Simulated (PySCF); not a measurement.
C2H5ClSi2, SMILES C#C[Si@@H]([SiH3])Cl. The structure is a stationary point at PBE0-D3(BJ)/def2-SVP. The structure was generated by enumeration; whether it is a known compound was not checked.

Task: Give the equilibrium geometry at PBE0-D3(BJ)/def2-SVP (PySCF confirms it by a frequency run) as bond lengths and angles. (An estimate is asked for; the answer gives what the named calculation found.)

Result: 
Atoms: C1 C2 Si3 Si4 Cl5 H6 H7 H8 H9 H10. Bonds (Å): C1–C2 1.217, C1–H6 1.076, C2–Si3 1.828, Si3–Si4 2.340, Si3–Cl5 2.078, Si3–H7 1.489, Si4–H8 1.493, Si4–H9 1.494, Si4–H10 1.495. Angles (°): C2–C1–H6 179.6, C1–C2–Si3 177.3, C2–Si3–Si4 109.5, C2–Si3–Cl5 109.4, C2–Si3–H7 109.0, Si4–Si3–Cl5 107.6, Si4–Si3–H7 113.5, Cl5–Si3–H7 107.8, Si3–Si4–H8 108.5, Si3–Si4–H9 109.6, Si3–Si4–H10 110.0, H8–Si4–H9 109.7, H8–Si4–H10 109.7, H9–Si4–H10 109.5.
Charge 0, spin multiplicity 1.
